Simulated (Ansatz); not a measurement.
`S/C=[CH]\[InH2]`. The species carries charge 0 and has multiplicity 1. In takes the def2 core potential.

Z-matrix (Å, degrees):
```
C
C 1 1.338
S 1 1.743 2 130.4
H 1 1.090 2 120.6 3 -180.0
In 2 2.126 1 128.0 3 -0.0
H 2 1.088 1 114.6 3 180.0
H 3 1.346 1 97.6 2 0.0
H 5 1.721 2 119.1 1 179.8
H 5 1.730 2 119.9 1 -0.2
```

Q: List the harmonic frequencies (cm⁻¹, unscaled) at PBE0-D4/def2-TZVP in Ansatz. (An estimate is asked.)

A: Computed: 118, 137, 231, 332, 385, 420, 530, 561, 617, 702, 739, 963, 988, 1183, 1335, 1590, 1794, 1828, 2674, 3122, 3153.

Q: Is this a minimum?

A: Yes, all 21 modes are real.

Q: Give the ideal-gas thermochemistry at 298.15 K and 1 bar (rigid rotor, harmonic oscillator; point group Cs, symmetry number 1).

A: Zero-point energy 140.0 kJ/mol; H(298) − E = 159.7 kJ/mol; entropy 345.5 J/(mol·K), of which translation 173.3, rotation 116.1, vibration 56.1; G(298) − E = 56.7 kJ/mol.

Q: And at 400, 500, 600, 800 and 1000 K?

A: 
```csv
T (K),H − E (kJ/mol),S (J/mol/K),G − E (kJ/mol)
400,171.0,377.9,19.8
500,183.5,405.9,-19.4
600,197.3,430.9,-61.3
800,227.5,474.2,-151.9
1000,260.4,510.9,-250.5
```

Q: Rotational constants (cm⁻¹)?

A: 0.3025, 0.03947, 0.03491.
